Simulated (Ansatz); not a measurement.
Reaction (ligand exchange at the Si–C bond): `F/C(S)=C\[SiH3]` + `C1NCS1` → `[SiH3]N1CSC1` + `C=C(F)S`

Gas-phase electronic energies from Ansatz, PBE0-D4/def2-TZVP geometries. CBS: MP2 limit from def2 TZ/QZ plus the TZ coupled-cluster correction, frozen cores. Functionals use def2-TZVPP. B3LYP here is the variant with VWN-RPA as its local correlation; programs differ in this. Each species was taken in one conformer, which may not be the lowest.

```tsv
level	ΔE (kcal/mol)
r2SCAN-D4	-7.1
B3LYP-D4	-8.9
PBE	-5.8
B3LYP	-7.9
HF/def2-TZVPP	-9.8
CCSD/def2-TZVPP	-8.3
HF/CBS(def2)	-10.1
CCSD/CBS(def2)	-8.4
```

**Question.** What does CCSD(T)/CBS give? (An estimate is asked.)

**Answer.** Computed: -8.0 kcal/mol. The listed levels differ from it by 0.9, -0.9, 2.2, 0.1, -1.8, -0.3, -2.1, -0.4 kcal/mol.

Largest T1 diagnostic among the species: 0.013.

The D4 term adds −0.9 kcal/mol with B3LYP and −0.5 kcal/mol with PBE0; it sums over pairs of atoms, weighted by their polarisabilities, and B3LYP, whose exchange is more repulsive, gets the larger term. In def2-TZVPP, CCSD(T) changes the Hartree–Fock value by +1.9 kcal/mol (the triples alone add +0.4 kcal/mol) and MP2 by +1.5 kcal/mol.
